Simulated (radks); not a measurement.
Values are calculated unless marked as measured or tabulated.
Ionisation of the bromine ion Br3+, [Ar] 3d10 4s2 4p2, to Br4+, [Ar] 3d10 4s2 4p1, under several functionals. Non-relativistic Kohn-Sham, spin-polarised, spherical densities, point nucleus; open shells are filled with parallel spins first; a radial shooting solver on a logarithmic mesh with Libxc functionals.

| functional | E(Br3+) (hartree) | Exc (hartree) | IE (eV) | -e(HOMO) (eV) | <r> HOMO (bohr) | IE error (eV) |
|---|---|---|---|---|---|---|
| exchange-only PBE | -2569.70019 | -88.21007 | 45.900 | 39.958 | 1.778 | -1.882 |
| HCTH/407 | -2573.04919 | -91.72252 | 47.238 | 41.310 | 1.749 | -0.544 |
| BLYP | -2571.71037 | -90.24705 | 46.653 | 40.613 | 1.767 | -1.129 |
| OLYP | -2572.41482 | -91.03354 | 46.826 | 40.879 | 1.761 | -0.956 |
| exchange-only r2SCAN | -2570.01784 | -88.56650 | 46.302 | 40.535 | 1.772 | -1.480 |
| exchange-only B88 | -2570.12622 | -88.64674 | 45.962 | 40.006 | 1.774 | -1.820 |
| LDA (Slater exchange, Perdew-Zunger correlation) | -2568.07425 | -86.55625 | 46.936 | 40.905 | 1.762 | -0.846 |
| r2SCAN | -2571.61736 | -90.18340 | 47.161 | 41.318 | 1.763 | -0.621 |
| SOGGA | -2569.36087 | -87.86687 | 46.733 | 40.773 | 1.765 | -1.049 |
| LDA (Slater exchange, Perdew-Wang correlation) | -2568.07864 | -86.56062 | 46.974 | 40.948 | 1.762 | -0.808 |
| BP86 | -2571.92404 | -90.46969 | 46.928 | 40.933 | 1.763 | -0.854 |
| exchange-only LDA | -2565.08177 | -83.52169 | 45.781 | 39.815 | 1.774 | -2.001 |

NIST Atomic Spectra Database: 47.78 eV (measured). Closest: HCTH/407. The Delta-SCF values span 1.46 eV, the total energies 7.97 hartree. The highest occupied level is 4p. Open shells are spherical and high-spin; term and fine-structure splittings are not resolved.
